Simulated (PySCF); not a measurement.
Compound: C6H9NOS.
Structure used (PBE0-D3(BJ)/def2-SVP), in Å, numbered top down from 1:
```
atom  x, y, z in Å
N1     3.3616    0.5569    1.2745
C2     2.2297    0.3317    1.1885
C3     0.8034    0.0429    1.0551
C4     0.5759   -1.2947    0.3344
C5    -0.9038   -1.6445    0.2319
C6    -1.7149   -0.5908   -0.5037
S7    -1.7265    1.0100    0.3752
O8    -2.2607    2.0292   -0.5850
C9     0.0935    1.2040    0.3547
H10    0.4020   -0.0384    2.0826
H11    1.0194   -1.2308   -0.6734
H12    1.1167   -2.0899    0.8687
H13   -1.3229   -1.7908    1.2429
H14   -1.0173   -2.6098   -0.2859
H15   -1.3255   -0.3642   -1.5100
H16   -2.7753   -0.8666   -0.6025
H17    0.2865    2.1677    0.8479
H18    0.3773    1.2944   -0.7061
```

Linear response at B3LYP/def2-SVPD (PySCF, frozen core in the response, non-relativistic).

Static isotropic polarisability: 97.55 au (14.46 Å³), principal values 76.8, 96.8, 119.0 au.

Question: What is the polarisability at 1064 nm and at the sodium D line?

Answer: 98.36 au at 1064 nm (+0.8 %), 100.29 au at 589.3 nm (+2.8 %). The rise at 589.3 nm is 3.38 times that at 1064 nm; a pure ω² law gives 3.26. The lowest singlet lies at 227 nm, shorter than both wavelengths.

Question: What is the isotropic C6 coefficient between two such molecules, C6 = (3/π)∫α(iω)² dω?

Answer: 3985 au (Eh·bohr⁶) by a ten-point quadrature over imaginary frequencies, which is 2380 eV·Å⁶ or 230 J·nm⁶/mol.

Question: Which effective excitation energy ω̄ makes London's formula C6 = (3/4)α²ω̄ exact here?

Answer: ω̄ = 4·C6/(3α²) = 0.558 Eh = 15.2 eV. A one-pole form α(ω) = α/(1 − ω²/ω̄²) fitted to the 1064 nm value gives 12.8 eV.

Question: What does −C6/R⁶ come to at R = 10 Å between centres?

Answer: -230 J/mol. This is the leading, orientation-averaged term; C8 and higher terms are left out.

Question: What three-body coefficient follows from the one-pole estimate C9 = (3/4)·α·C6?

Answer: 292000 au. This is an estimate from the two numbers above, not a computed integral.

Question: The lowest 6 singlets have (eV, f): 5.47, 0.011; 5.68, 0.042; 6.06, 0.012; 6.26, 0.019; 6.34, 0.007; 6.38, 0.027. What share of the static polarisability do they carry in the sum over states α = Σ f/ω²?

Answer: 2.46 au, 2.5 % of α; the largest term, 0.95 au, is that of the state at 5.68 eV. Their oscillator strengths add up to 0.12. Higher states carry the rest.

Question: What n − 1 at the D line would an ideal gas of it have at 273.15 K and 1 atm (2.6868 × 10¹⁹ cm⁻³), by n − 1 = 2π·N·α′?

Answer: 25.09 × 10⁻⁴, a formal value whether or not that pressure can be reached.

Question: What molar refraction at the D line follows from R = (4π/3)·N_A·α′, with α′ the polarisability volume?

Answer: α′ = 14.86 Å³ gives R = 37.49 cm³/mol, for isolated, non-vibrating species.

Rough CPU time on one thread of a shared machine: about 3 min. This is the whole response run at B3LYP/def2-SVPD, SCF included.

One conformer stands for the species.
